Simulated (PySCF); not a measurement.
A structure optimised at B3LYP-D3(BJ)/def2-SVP, used in a PySCF frequency run:

```xyz
7

Bi    -0.3422     0.2918     0.0000
Cl     0.3859    -1.1210     1.9231
Cl     0.3859    -1.1210    -1.9231
C      1.5985     1.4869     0.0000
H      1.6378     2.1088    -0.9057
H      1.6378     2.1088     0.9057
H      2.4177     0.7564     0.0000
```

Task: Write its SMILES, formula and point group.

Result: [CH3][Bi]([Cl])[Cl], CH3BiCl2, Cs

Task: What are its rotational constants (standard atomic weights)?

Result: 2.3109, 1.5002, 1.2340 GHz
